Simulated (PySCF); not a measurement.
# Ne²⁺: ionisation energy

Ne²⁺ [He] 2s2 2p4 (3P) → Ne³⁺ [He] 2s2 2p3 (4S), as a difference of total energies. All numbers are calculated (PySCF 2.14, the spin-free X2C one-electron Hamiltonian (Gaussian nucleus), in cc-pVDZ-DK (3s2p1d, 14 functions)). Correlated levels: valence: 1s2 frozen. The calculations carry no spin-orbit coupling.

Task: Order these methods by the ionisation energy they give, lowest first.
A. TPSS
B. UHF
C. PBE
D. CCSD (valence)

Result: B (61.705 eV), D (62.409 eV), C (63.916 eV), A (63.979 eV).

Errors of the correlated levels include the incompleteness of this basis and the frozen core.

For comparison: 63.423 eV (measured; NIST Atomic Spectra Database, ionization energies).
